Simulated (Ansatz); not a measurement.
Program: Ansatz. Geometries: PBE0-D4/def2-TZVP. ΔE: electronic, gas phase. CCSD(T)/CBS is the MP2 limit (def2-TZVPP, def2-QZVPP) plus CCSD(T) − MP2 in def2-TZVPP, frozen cores. Functionals use def2-TZVPP. HSE06 is defined as in plane-wave codes. For Ge, Zn outer-core shells are correlated without core-valence functions, which leaves a few kJ/mol of doubt a bond. Scalar relativity is left out up to krypton. One conformer a species, not always the lowest.

Consider the redistribution: `[CH3][Ge]([F])([F])[F]` + `C[O][Zn][OH]` → `[F][GeH]([F])[F]` + `C[O][Zn][O]C`.

`[CH3][Ge]([F])([F])[F]`:

Cartesian coordinates in Å:
```
C 0.718 -0.520 0.606
Ge -0.559 0.405 -0.472
F -1.019 1.923 0.177
F 0.006 0.738 -2.055
F -2.021 -0.463 -0.683
H 1.621 0.084 0.692
H 0.295 -0.691 1.596
H 0.958 -1.475 0.139
```

`C[O][Zn][OH]`:

```xyz
8

C    -0.640    1.413    0.025
O    -0.635    0.189   -0.655
Zn    0.439   -1.169   -0.320
O     1.531   -2.548   -0.167
H    -1.407    2.055   -0.422
H     0.317    1.947   -0.048
H    -0.883    1.307    1.092
H     1.279   -3.193    0.495
```

`[F][GeH]([F])[F]`:

```xyz
5

F     0.016    1.627    0.402
Ge    0.066   -0.017   -0.054
F    -1.455   -0.373   -0.744
F     0.160   -0.916    1.394
H     1.213   -0.321   -0.998
```

`C[O][Zn][O]C`:

```xyz
11

C    -0.509    1.744    2.053
O     0.334    0.673    1.730
Zn    0.121   -0.431    0.372
O    -0.051   -1.676   -0.865
C     0.473   -1.616   -2.163
H    -0.110    2.242    2.943
H    -0.568    2.496    1.255
H    -1.534    1.424    2.287
H     0.082   -0.770   -2.743
H     0.192   -2.533   -2.692
H     1.570   -1.553   -2.177
```

| level | ΔE (kJ/mol) |
| --- | --- |
| HSE06-D4 | 119.6 |
| BHLYP-D4 | 115.3 |
| BLYP | 110.1 |
| PBE0 | 118.8 |
| CAM-B3LYP | 113.6 |
| LC-ωPBE | 120.2 |
| SCS-MP2/def2-TZVPP | 120.9 |
| HF/CBS(def2) | 105.3 |

(1) What does CCSD(T)/CBS give? (Best estimate.)

Largest T1 diagnostic among the species: 0.017.

Answers

(1) Ansatz gave: +127.4 kJ/mol. The listed levels differ from it by -7.8, -12.1, -17.3, -8.6, -13.8, -7.2, -6.5, -22.1 kJ/mol.

In def2-TZVPP, CCSD(T) changes the Hartree–Fock value by +15.7 kJ/mol (the triples alone add +0.9 kJ/mol) and MP2 by +23.0 kJ/mol. At CCSD(T), def2-SVP lies −36.5 kJ/mol from the extrapolated value and def2-TZVPP −5.4 kJ/mol. From BLYP to BHLYP (50 % exact exchange), in def2-TZVPP and without D4, ΔE moves by +3.5 kJ/mol.
